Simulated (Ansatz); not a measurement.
## Calibrating wB97X-V/def2-TZVPP on molecular compounds of Sn

The vertical ionisation energy (cation less neutral) in eV of 6 molecular compounds of Sn: x at wB97X-V/def2-TZVPP, y at CCSD(T)/def2-TZVPP. Shapes, held fixed at every level: PBE0-D4/def2-TZVP. Flexible molecules stand in one conformer, not always the lowest. Programs: Ansatz 0.2.0.

| molecule | x (eV) | y (eV) |
| --- | --- | --- |
| C2H6OSn (SMILES C[CH2][Sn][OH]) | 8.33 | 8.35 |
| CH6OSSiSn (SMILES C[S][Sn][O][SiH3]) | 8.95 | ? |
| Sn(NH2)Br | 9.53 | 9.64 |
| CH4O2Sn (SMILES C[O][Sn][OH]) | 9.87 | 10.07 |
| CH3FOSn (SMILES C[O][Sn][F]) | 10.10 | 10.25 |
| SnBrF (SMILES [F][Sn][Br]) | 10.31 | 10.24 |

Fit y = c + s·x to the known rows and predict y for CH6OSSiSn.


1. Means of the 5 rows: x = 9.6280, y = 9.710.
2. Σ(Δx)² = 2.4409, Σ(Δx·Δy) = 2.4756, so the slope is 2.4756/2.4409 = 1.0142.
3. Intercept: 9.710 − (1.0142) × 9.6280 = -0.055. The largest residual of the fit is 0.16.
4. CH6OSSiSn: -0.055 + 1.0142 × 8.95 = 9.02 eV.

CCSD(T)/def2-TZVPP gives 8.94 eV, so the prediction is off by +0.08 eV, within the largest residual. Uncorrected, wB97X-V/def2-TZVPP misses CH6OSSiSn by +0.01 eV, and the other rows by 0.11 on average. The line makes this one worse. Left out in turn, the other rows are missed by 0.19 eV on average, worse than no correction. Cations run unrestricted. For atoms past krypton def2 sets carry core potentials with scalar relativity. Relativity is left out for Br. Outer-core shells of Br, Sn are correlated, in sets that cover them unevenly.
